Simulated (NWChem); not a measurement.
System: C2H4BFO2; SMILES FBOC(C)=O

```xyz
10

B      0.5089    -1.5505    -0.3195
F     -0.5205    -2.0304     0.3454
H      1.2815    -2.2933    -0.8655
O      0.7642    -0.2101    -0.3522
C     -0.1231     0.7925    -0.0460
C      0.5882     1.9946     0.4895
O     -1.2951     0.6881    -0.2385
H     -0.1308     2.7988     0.6792
H      1.3513     2.3245    -0.2306
H      1.1160     1.7300     1.4181
```
Atoms are numbered in this order, from 1.

Level: PBE0/def2-SVP (NWChem), optimised geometry, unscaled harmonic frequencies. 

**Question.** List the harmonic frequencies with IR intensities, and the thermochemistry.

**Answer.** 
```csv
frequency (cm⁻¹),IR intensity (km/mol)
49,1.8
121,0.2
150,0.2
182,1.7
387,3.5
506,25.3
594,14.4
709,5.7
817,20.2
913,63.9
1005,10.5
1053,10.2
1116,14.5
1171,27.4
1272,556.8
1383,245.5
1424,383.8
1433,13.3
1444,9.2
1927,287.4
2695,149.5
3079,0.1
3170,0.2
3221,1.1
```

* **zero-point energy**: 42.6 kcal/mol
* **thermal correction to the enthalpy at 298.15 K (with zero-point energy)**: 47.4 kcal/mol
* **heat capacity Cv**: 21.1 cal/(mol K)
* **entropy at 298.15 K and 1 atm (symmetry number 1)**: 81.8 cal/(mol K)
* **dipole moment**: 2.70 D

Rigid rotor and harmonic oscillator; modes under 100 cm⁻¹ make the entropy uncertain.
